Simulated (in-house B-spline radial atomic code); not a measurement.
RPA and G0W0 on LC-wPBE: As³⁺

Configuration [Ar] 3d10 4s2, mean-field start LC-wPBE. Computed with a B-spline radial code for spherical atoms: all electrons, scalar-relativistic (spin-free one-electron X2C), finite nucleus, each spin shell either full or empty, empty states to l = 9 with an (l + 1/2)⁻⁴ tail; G0W0 by contour deformation at full frequency.

Command:
```bash
python run_gw.py task.json out
```
Settings (radii: box in bohr, nucleus in fm):
```
Z                        33
electrons                30
configuration            [Ar] 3d10 4s2
hamiltonian              x2c
method                   lc_wpbe
lmax                     9
rms_radius               4.0968
spin_polarised           False
box_radius               14.14
intervals                69
ion_configuration        [Ar] 3d10 4s1
```

Run time, properties included: 9.8 s on 1 thread of Arm Neoverse N1, on a shared host.

Energies (hartree):

```
                                     term        value
                         mean-field total  -2258.43437
Hartree-Fock functional on these orbitals  -2257.04420
                      direct second order      -2.5923
                    second-order exchange      0.74828
                         SOSEX correction      0.68621
```

Task: What is the RPA correlation energy, and what remains with SOSEX?

Result: RPA gives -2.2386 hartree (-2.03 eV per electron); RPA + SOSEX gives -1.5524, and the second-order doubles -1.844 hartree (no singles). RPA lacks exchange-type terms and so overcorrelates at short range.

Quasi-particle levels (eV):

```json
{"level": "4s", "occupied": "yes", "mean field": "-48.72", "Σx - vxc": "0.50", "Σc": "?", "QP weight": "?", "G0W0": "?"}
{"level": "3d", "occupied": "yes", "mean field": "-80.59", "Σx - vxc": "-10.97", "Σc": "3.23", "QP weight": "0.918", "G0W0": "-88.33"}
{"level": "4p", "occupied": "no", "mean field": "-28.915", "Σx - vxc": "1.92", "Σc": "-1.30", "QP weight": "0.970", "G0W0": "-28.289"}
```

G0W0 = mean field + (Σx - vxc) + Σc, with Σc (partial-wave tail included) taken at the quasi-particle energy. Only the outer levels were computed. Levels of low weight are left out.

Task: Where does G0W0 put 4s?

Result: At -50.17 eV, with Σc = -1.95 eV and a quasi-particle weight of 0.969. The tabulated removal energy is 50.15 ± 0.06 eV (NIST, measured); the calculation leaves out spin-orbit coupling, Breit and QED terms, and what these don't explain is the method's own error.

Task: What does it cost to remove one electron (to [Ar] 3d10 4s1) by differences of total energies, each species on its own start (correlation terms add to the Hartree-Fock functional)?

Result: LC-wPBE 49.91 eV, Hartree-Fock functional 47.76 eV, + RPA 49.83 eV, + RPA + SOSEX 49.37 eV, + second order 50.09 eV. Tabulated: 50.15 ± 0.06 eV (NIST, measured); the calculation leaves out spin-orbit coupling, Breit and QED terms, and what these don't explain is the method's own error.
